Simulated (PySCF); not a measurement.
Vertical excitation energies

Compound: C₄H₈Si.
Numbering: `[CH:1]1=[CH:2][CH2:3][SiH2:4][CH2:5]1` (hydrogens: H6 on C1; H7 on C2; H8, H9 on C3; H10, H11 on Si4; H12, H13 on C5)

Method used: PySCF 2.14.0, density-fitted response routines, TDDFT wB97X-D/def2-SVPD, vertical, gas phase, core orbitals frozen in the response. Isolated species at its PBE0-D3(BJ)/def2-SVP geometry, gas phase.

| state | E (eV) | E (hartree) | f | symmetry | main configurations (H = HOMO, L = LUMO) |
| --- | --- | --- | --- | --- | --- |
| S1 | 6.82 | 0.2508 | 0.010 | B1 or B2 | H→L (88%), H→L+3 (9%) |
| S2 | 7.09 | 0.2605 | 0.200 | B1 or B2 | H→L+1 (92%) |
| S3 | 7.46 | 0.2740 | 0.0001 | – | H→L+2 (95%) |
| S4 | 7.51 | 0.2760 | 0.0007 | – | H-1→L+1 (97%) |
| S5 | 7.96 | 0.2923 | 0.0034 | B1 or B2 | H→L+4 (90%) |
| S6 | 7.97 | 0.2930 | 0.0059 | A1 | H→L+5 (96%) |
| S7 | 8.10 | 0.2977 | 0.0087 | B1 or B2 | H-1→L (54%), H-2→L+1 (34%) |
| S8 | 8.10 | 0.2978 | 0.0061 | B1 or B2 | H-2→L+1 (60%), H-1→L (30%) |
| S9 | 8.28 | 0.3041 | 0.0000 | – | H→L+6 (96%) |
| S10 | 8.32 | 0.3059 | 0.0001 | – | H→L+3 (80%), H→L (9%) |

Triplets (Tamm–Dancoff): T1 4.40 eV, H→L+1 (94%); T2 6.82 eV, H→L (87%), H→L+3 (9%); T3 7.34 eV, H-1→L+1 (91%); T4 7.40 eV, H→L+2 (92%).

The lowest singlet comes at 182 nm (658 kJ/mol) in the vacuum ultraviolet; it is weak; its leading configuration is HOMO→LUMO (88%). The strongest level in the table is S2 at 7.09 eV (175 nm, f = 0.200). S7/S8 lie within about 0.01 eV of each other. Löwdin shares by element: HOMO carbon 82% (atoms not listed hold the other 18%); LUMO silicon 34%, carbon 26% or more (atoms not listed hold the other 40%). Weighted by f, the mean energy of these states is 7.18 eV. Orbital energies (eV): HOMO-3 -11.17, HOMO-2 -10.73, HOMO-1 -10.24, HOMO -8.91, LUMO 2.16, LUMO+1 2.25, LUMO+2 2.45. The oscillator strengths of these states sum to 0.235; summed over the whole spectrum of an exact calculation they would give the number of electrons, 46 (Thomas–Reiche–Kuhn). All these states lie below the vertical ionisation energy of 9.16 eV (ΔSCF). Symmetry labels in C2v follow from the direction of the transition dipole and are given only for states with f of 0.002 or more; B1 and B2 swap with the choice of axes. Singlets were solved by full linear response, triplets in the Tamm–Dancoff approximation.
